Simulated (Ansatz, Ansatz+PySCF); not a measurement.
Two shapes of singlet H10.

Shape 1:

```xyz
10

H     1.3000    0.0000    0.0000
H     1.0517    0.7641    0.0000
H     0.4017    1.2364    0.0000
H    -0.4017    1.2364    0.0000
H    -1.0517    0.7641    0.0000
H    -1.3000    0.0000    0.0000
H    -1.0517   -0.7641    0.0000
H    -0.4017   -1.2364    0.0000
H     0.4017   -1.2364    0.0000
H     1.0517   -0.7641    0.0000
```

Shape 2:

```xyz
10

H     1.2610    0.0000    0.0000
H     1.0202    0.7412    0.0000
H     0.3897    1.1993    0.0000
H    -0.3897    1.1993    0.0000
H    -1.0202    0.7412    0.0000
H    -1.2610    0.0000    0.0000
H    -1.0202   -0.7412    0.0000
H    -0.3897   -1.1993    0.0000
H     0.3897   -1.1993    0.0000
H     1.0202   -0.7412    0.0000
```

Basis set: 6-31G (spherical functions). All electrons are correlated. Charge 0, multiplicity 1.

Computed with Ansatz (development build ahead of 0.2.0) and PySCF 2.14.0; each method stands on the lowest determinant of its kind that the runs found.

Task: Which shape is lower in energy, and by how much in each method?

Result:

| method | E(2) − E(1) (eV) |
| --- | --- |
| RHF | 1.189 |
| RHF-MP2 | 1.210 |

Shape 1 is lower. Caution: no unrestricted run beside it, a lower state can exist.
